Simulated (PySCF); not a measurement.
Aluminium: a sound run and one with changed settings

Sound run: Al⁺ [Ne] 3s2, Al²⁺ [Ne] 3s1. All numbers are calculated (PySCF 2.14, no relativity, point nucleus, in 6-31G* (4s3p1d, 18 functions)). In the sound run the correlated levels freeze [Ne]. The sound run starts from symmetry-adapted Hartree-Fock orbitals and uses a fine grid where one is needed.

Changed run: the spin-free X2C one-electron Hamiltonian (Gaussian nucleus). This setting is unsound on purpose.

```json
{"species": "Al⁺", "method": "UHF", "sound run (hartree)": "-241.65205", "changed run (hartree)": "-242.04877", "converged": "yes"}
{"species": "Al⁺", "method": "BP86", "sound run (hartree)": "-242.13651", "changed run (hartree)": "-242.53299", "converged": "yes"}
{"species": "Al⁺", "method": "PBE", "sound run (hartree)": "-241.98287", "changed run (hartree)": "-242.37932", "converged": "yes"}
{"species": "Al⁺", "method": "MP2", "sound run (hartree)": "-241.67780", "changed run (hartree)": "-242.07453", "converged": "yes"}
{"species": "Al⁺", "method": "CCSD(T)", "sound run (hartree)": "-241.69097", "changed run (hartree)": "-242.08766", "converged": "yes"}
{"species": "Al²⁺", "method": "UHF", "sound run (hartree)": "-241.00702", "changed run (hartree)": "-241.40261", "converged": "yes"}
{"species": "Al²⁺", "method": "BP86", "sound run (hartree)": "-241.44239", "changed run (hartree)": "-241.83763", "converged": "yes"}
{"species": "Al²⁺", "method": "PBE", "sound run (hartree)": "-241.29163", "changed run (hartree)": "-241.68683", "converged": "yes"}
```

Ionisation energy of Al⁺:

```
 method  sound run (eV)  changed run (eV)
    UHF          17.552            17.583
   BP86          18.888            18.922
    PBE          18.810            18.844
    MP2          18.253            18.284
SCS-MP2          18.393            18.424
   CCSD          18.611            18.641
CCSD(T)          18.611            18.641
  CCSDT          18.611            18.641
    FCI          18.611            18.641
```

Most of the change in total energy is the relativistic energy itself. On top of that the contraction fixes the core shape for the Hamiltonian it was made with, so the changed run is not a good calculation with the other Hamiltonian either.

For comparison, NIST gives 18.829 eV between the lowest levels.
